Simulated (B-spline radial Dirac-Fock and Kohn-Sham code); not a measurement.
## Binding energies of Nb in different valence configurations

Calculated with a radial finite-basis atomic code, using relaxed Dirac-Fock hole states (ΔSCF) with Breit and QED corrections and a finite nucleus. Electron correlation is not included.

Reference: the tabulated ground configuration [Kr] 4d4 5s1, with 1s 18990.7 eV, 2p3/2 2376.8 eV, 3p1/2 386.6 eV, 3p3/2 370.9 eV, 3d3/2 212.2 eV, 3d5/2 209.5 eV, Kα1 16613.8 eV, Kβ1 18619.7 eV, Lα1 2167.4 eV.

**Question.** One of these configurations gives the following shifts from the reference, in eV: average energy +2.02, 1s -2.89, 2p3/2 -3.10, 3p1/2 -3.10, 3p3/2 -3.10, 3d3/2 -3.06, 3d5/2 -3.06, Kα1 +0.21, Kβ1 +0.21, Lα1 -0.04. Which?
A. [Kr] 4d3 5s1 5p1
B. [Kr] 4d4 5p1
C. [Kr] 4d3 5s2
D. [Kr] 4d5

**Answer.** D. The others give [Kr] 4d4 5p1: 1s +1.41; [Kr] 4d3 5s1 5p1: 1s +4.83; [Kr] 4d3 5s2: 1s +3.65.
